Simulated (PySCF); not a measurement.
PySCF input file for Ge(F)3(SH) (F3GeHS), SMILES [F][Ge]([SH])([F])[F], TDA-PBE/def2-SVPD. Coordinates come from a B3LYP-D3(BJ)/def2-SVP optimisation. The structure was generated by enumeration, and PubChem lists no compound with its InChIKey, so it may never have been made. One conformer was computed; it need not be the lowest.

```python
import numpy as np
from pyscf import gto, scf, dft, tdscf

mol = gto.M(
    atom='''
    F    -0.88231206   -1.13937111   -1.13573153
    Ge   -0.24604220    0.04270053   -0.05792903
    F    -0.47246375    1.53946489   -0.87782770
    F    -1.26378407    0.06354604    1.32616544
    S     1.82408599   -0.33033014    0.54843681
    H     2.25501360   -0.25389315   -0.73471577
    ''',
    basis='def2-SVPD',
    charge=0,
    spin=0,
    max_memory=1600,
    verbose=4,
)
mf = dft.RKS(mol, xc='pbe').density_fit(auxbasis='def2-universal-jkfit')
mf.grids.level = 3
mf.conv_tol = 1e-9
mf.max_cycle = 100
mf.kernel()
mf.grids = dft.Grids(mol).set(level=1).build(with_non0tab=True)  # coarser grid for the response kernel
td = tdscf.TDA(mf)
td.singlet = True
td.nstates = 10
td.conv_tol = 1e-4
td.positive_eig_threshold = 1e-6
td.kernel(x0=td.get_init_guess(mf, 15))
td.analyze()
tt = tdscf.TDA(mf)
tt.singlet = False
tt.nstates = 4
tt.conv_tol = 1e-4
tt.positive_eig_threshold = 1e-6
tt.kernel(x0=tt.get_init_guess(mf, 9))
tt.analyze(verbose=3)
```

It prints:

```
PySCF version 2.14.0

[INPUT] verbose = 4
[INPUT] num. atoms = 6
[INPUT] num. electrons = 76
[INPUT] charge = 0
[INPUT] spin (= nelec alpha-beta = 2S) = 0
[INPUT] symmetry False subgroup None
[INPUT] Mole.unit = angstrom
[INPUT] Symbol           X                Y                Z      unit          X                Y                Z       unit  Magmom
[INPUT]  1 F     -0.882312060000  -1.139371110000  -1.135731530000 AA   -1.667328149801  -2.153099352142  -2.146221542733 Bohr   0.0
[INPUT]  2 Ge    -0.246042200000   0.042700530000  -0.057929030000 AA   -0.464952373085   0.080692307074  -0.109470001362 Bohr   0.0
[INPUT]  3 F     -0.472463750000   1.539464890000  -0.877827700000 AA   -0.892827091285   2.909167020484  -1.658853937557 Bohr   0.0
[INPUT]  4 F     -1.263784070000   0.063546040000   1.326165440000 AA   -2.388205772888   0.120084611901   2.506089477463 Bohr   0.0
[INPUT]  5 S      1.824085990000  -0.330330140000   0.548436810000 AA    3.447022948756  -0.624233495289   1.036395367530 Bohr   0.0
[INPUT]  6 H      2.255013600000  -0.253893150000  -0.734715770000 AA    4.261358111170  -0.479788518403  -1.388411584699 Bohr   0.0

nuclear repulsion = 523.157725657008
number of shells = 56
number of NR pGTOs = 234
number of NR cGTOs = 142
basis = def2-SVPD
ecp = {}


[settings echo left out]
init E= -2773.81424840127
  HOMO = -0.293361757769685  LUMO = -0.104032925610642  gap/eV = 5.15190
cycle= 1 E= -2773.92425507966  delta_E= -0.11  |g|= 1.08  |ddm|=  3.4
  HOMO = -0.247671774159647  LUMO = -0.101697764151976  gap/eV = 3.97216
cycle= 2 E= -2773.11562547847  delta_E= 0.809  |g|= 2.49  |ddm|=  3.7
  HOMO = -0.26191983904658  LUMO = -0.10979620080811  gap/eV = 4.13950
cycle= 3 E= -2774.10079263387  delta_E= -0.985  |g|= 0.228  |ddm|= 2.45
  HOMO = -0.288315556823632  LUMO = -0.107972459717329  gap/eV = 4.90739
cycle= 4 E= -2774.10934529351  delta_E= -0.00855  |g|= 0.0896  |ddm|= 0.402
  HOMO = -0.28152188527543  LUMO = -0.109604001895864  gap/eV = 4.67812
cycle= 5 E= -2774.11104857716  delta_E= -0.0017  |g|= 0.0252  |ddm|= 0.137
  HOMO = -0.282292454424448  LUMO = -0.10876858598941  gap/eV = 4.72182
cycle= 6 E= -2774.11125273875  delta_E= -0.000204  |g|= 0.00517  |ddm|= 0.0402
  HOMO = -0.281980832293732  LUMO = -0.108770055860592  gap/eV = 4.71331
cycle= 7 E= -2774.11125759296  delta_E= -4.85e-06  |g|= 0.0028  |ddm|= 0.0057
  HOMO = -0.281815755364055  LUMO = -0.108775856697374  gap/eV = 4.70866
cycle= 8 E= -2774.1112590925  delta_E= -1.5e-06  |g|= 0.000382  |ddm|= 0.00281
  HOMO = -0.281840061592413  LUMO = -0.108782797685994  gap/eV = 4.70913
cycle= 9 E= -2774.11125913291  delta_E= -4.04e-08  |g|= 9.5e-05  |ddm|= 0.000539
  HOMO = -0.281847683287504  LUMO = -0.108786664429207  gap/eV = 4.70923
cycle= 10 E= -2774.11125913587  delta_E= -2.96e-09  |g|= 3.55e-05  |ddm|= 0.000154
  HOMO = -0.281844673921255  LUMO = -0.108783888085568  gap/eV = 4.70922
cycle= 11 E= -2774.11125913617  delta_E= -2.98e-10  |g|= 7.72e-06  |ddm|= 4.91e-05
  HOMO = -0.281846737052009  LUMO = -0.108784856559999  gap/eV = 4.70925
Extra cycle  E= -2774.11125913616  delta_E= 1.41e-11  |g|= 1.34e-05  |ddm|= 2.63e-05
converged SCF energy = -2774.11125913616
tot grids = 32104
Overwritten attributes  positive_eig_threshold  of <class 'pyscf.tdscf.rks.TDA'>


******** <class 'pyscf.tdscf.rks.TDA'> for <class 'pyscf.df.df_jk.DFRKS'> ********
nstates = 10 singlet
deg_eia_thresh = 1.000e-03
wfnsym = None
conv_tol = 0.0001
eigh lindep = 1e-12
eigh level_shift = 0
eigh max_cycle = 100


Excitation energies (eV)
[4.93408896 6.30185709 7.12450508 7.13767585 7.16666395 7.42747378
 7.44117519 7.82371375 7.84132134 7.86951162]

** Singlet excitation energies and oscillator strengths **
Excited State   1:      4.93409 eV    251.28 nm  f=0.0127
      38 -> 39       -0.70501
Excited State   2:      6.30186 eV    196.74 nm  f=0.0106
      38 -> 40       -0.70367
Excited State   3:      7.12451 eV    174.02 nm  f=0.0987
      34 -> 39       -0.11190
      37 -> 39       -0.57999
      38 -> 42       -0.37140
Excited State   4:      7.13768 eV    173.70 nm  f=0.0042
      38 -> 41        0.70586
Excited State   5:      7.16666 eV    173.00 nm  f=0.0005
      36 -> 39        0.70411
Excited State   6:      7.42747 eV    166.93 nm  f=0.0086
      32 -> 39        0.10420
      35 -> 39       -0.69451
Excited State   7:      7.44118 eV    166.62 nm  f=0.0093
      34 -> 39        0.68641
      38 -> 42       -0.10961
Excited State   8:      7.82371 eV    158.47 nm  f=0.0167
      33 -> 39       -0.68720
Excited State   9:      7.84132 eV    158.12 nm  f=0.0013
      32 -> 39       -0.51485
      38 -> 43        0.47041
Excited State  10:      7.86951 eV    157.55 nm  f=0.0329
      32 -> 39        0.45471
      38 -> 43        0.52147

** Transition electric dipole moments (AU) **
state          X           Y           Z        Dip. S.      Osc.
  1        -0.0474     -0.3193     -0.0350      0.1055      0.0127
  2         0.0385      0.2583      0.0277      0.0690      0.0106
  3        -0.6945      0.1338     -0.2551      0.5654      0.0987
  4        -0.0454     -0.1457     -0.0270      0.0240      0.0042
  5        -0.0044     -0.0532     -0.0027      0.0029      0.0005
  6         0.0324      0.2132      0.0253      0.0472      0.0086
  7        -0.1068      0.0375     -0.1960      0.0512      0.0093
  8        -0.0153     -0.0273      0.2933      0.0870      0.0167
  9         0.0089      0.0821      0.0032      0.0068      0.0013
 10        -0.0635     -0.4062     -0.0432      0.1709      0.0329

** Transition velocity dipole moments (imaginary part, AU) **
state          X           Y           Z        Dip. S.      Osc.
  1        -0.0070     -0.0475     -0.0052      0.0023      0.0086
  2         0.0120      0.0817      0.0089      0.0069      0.0198
  3        -0.1150      0.0226     -0.0399      0.0153      0.0390
  4        -0.0098     -0.0392     -0.0057      0.0017      0.0042
  5        -0.0008     -0.0096     -0.0005      0.0001      0.0002
  6         0.0067      0.0438      0.0051      0.0020      0.0049
  7        -0.0275      0.0077     -0.0318      0.0018      0.0045
  8         0.0015     -0.0065      0.0608      0.0037      0.0087
  9        -0.0012     -0.0034     -0.0016      0.0000      0.0000
 10        -0.0156     -0.1007     -0.0108      0.0105      0.0242

** Transition magnetic dipole moments (imaginary part, AU) **
state          X           Y           Z
  1        -0.0684      0.0109     -0.0088
  2        -0.1806      0.0903     -0.5941
  3        -0.0111     -0.0674     -0.0072
  4         0.0262     -0.0256      0.1458
  5         0.1955     -0.0343      0.0458
  6        -0.0057     -0.0140      0.1322
  7         0.0136      0.0855      0.0123
  8        -0.0209     -0.1275     -0.0117
  9        -0.0925     -0.0011      0.1544
 10        -0.0417      0.0037      0.0245


******** <class 'pyscf.tdscf.rks.TDA'> for <class 'pyscf.df.df_jk.DFRKS'> ********
nstates = 4 triplet
deg_eia_thresh = 1.000e-03
wfnsym = None
conv_tol = 0.0001
eigh lindep = 1e-12
eigh level_shift = 0
eigh max_cycle = 100


Excitation energies (eV)
[4.45505209 5.81053075 6.13648151 6.889769  ]

** Triplet excitation energies and oscillator strengths **
Excited State   1:      4.45505 eV    278.30 nm  f=0.0000
Excited State   2:      5.81053 eV    213.38 nm  f=0.0000
Excited State   3:      6.13648 eV    202.04 nm  f=0.0000
Excited State   4:      6.88977 eV    179.95 nm  f=0.0000
```

The run converged.
